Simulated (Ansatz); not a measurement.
Reactions of F3H4NSi2 (`F[SiH2]N[SiH](F)F`).

Gas-phase electronic energies from Ansatz, PBE0-D4/def2-TZVP geometries. CCSD(T)/CBS adds triple-zeta CCSD(T) − MP2 to the extrapolated MP2 energy (def2 sets, frozen cores). This one scheme is used for every species. Functionals use def2-TZVPP. For Ge, Se outer-core shells are correlated without core-valence functions, which leaves a few kJ/mol of doubt a bond. Scalar relativity is left out up to krypton. One conformer a species, not always the lowest.

```csv
reaction,CCSD(T)/CBS(def2) (eV)
`F[SiH2]N[SiH](F)F` + `[NH2][GeH3]` → `F[SiH](F)[NH][GeH3]` + `N[SiH2]F`,?
`F[SiH2]N[SiH](F)F` + `S[SiH2]Cl` → `F[SiH](F)S[SiH2]Cl` + `N[SiH2]F`,?
`F[SiH2]N[SiH](F)F` + H–F → `F[SiH](F)F` + `N[SiH2]F`,-0.79
`F[SiH2]N[SiH](F)F` + H₂Se → `F[SiH](F)[SeH]` + `N[SiH2]F`,0.20
`F[SiH2]N[SiH](F)F` → `N[SiH](F)F` + `F[SiH]`,2.91
`F[SiH2]N[SiH](F)F` + `O[SiH2]S` → `F[SiH](F)O[SiH2]S` + `N[SiH2]F`,-0.58
`F[SiH2]N[SiH](F)F` + `[AlH2][NH][SiH3]` → `F[SiH2][AlH][NH][SiH3]` + `N[SiH](F)F`,?
`F[SiH2]N[SiH](F)F` → `F[Si]F` + `N[SiH2]F`,2.33
`F[SiH2]N[SiH](F)F` + `O[SiH](O)O` → `O[SiH](O)O[SiH](F)F` + `N[SiH2]F`,-0.63
`F[SiH2]N[SiH](F)F` + `C=N` → `C=N[SiH2]F` + `N[SiH](F)F`,0.26
```

(1) Fill in the missing values. (Estimate.)

Largest T1 diagnostic: 0.015, for `F[SiH]`.

Answers

(1) Ansatz gave: `F[SiH2]N[SiH](F)F` + `[NH2][GeH3]` → `F[SiH](F)[NH][GeH3]` + `N[SiH2]F`: -0.11 eV; `F[SiH2]N[SiH](F)F` + `S[SiH2]Cl` → `F[SiH](F)S[SiH2]Cl` + `N[SiH2]F`: +0.15 eV; `F[SiH2]N[SiH](F)F` + `[AlH2][NH][SiH3]` → `F[SiH2][AlH][NH][SiH3]` + `N[SiH](F)F`: +0.88 eV.
